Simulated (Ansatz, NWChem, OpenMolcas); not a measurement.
## A ladder of methods for IF (iodine monofluoride)

IF: 2 atoms, total charge 0, spin state singlet. As SMILES, `FI`. Geometry: the measured bond length.

```tsv
atom	x (Å)	y (Å)	z (Å)
F	0.0000	0.0000	0.0000
I	0.0000	0.0000	1.9098
```

Quantity: the atomisation enthalpy at 298 K, in kJ/mol. The values are calculated. The thermal term (zero-point and 298 K enthalpy, harmonic and unscaled) is that of wB97M-V/def2-TZVPD; the spin-orbit lowering of the free atoms at 298 K, 31.6 kJ/mol by their spectra, is taken off.

Problem. The value from experiment is 281 kJ/mol (NIST-JANAF tables). From what is known of these methods, estimate their order from the nearest to it to the farthest.
A. CCSD/def2-TZVP (core potential) (NWChem)
B. M06-2X/def2-TZVP (core potential) (NWChem)
C. MP3/def2-TZVP (core potential) (NWChem)
D. B3LYP/def2-TZVP (core potential) (Ansatz)
E. RPBE/def2-TZVP (core potential) (Ansatz)

Solution. E (259 kJ/mol, -22), D (249 kJ/mol, -32), B (219 kJ/mol, -62), A (213 kJ/mol, -68), C (206 kJ/mol, -75).
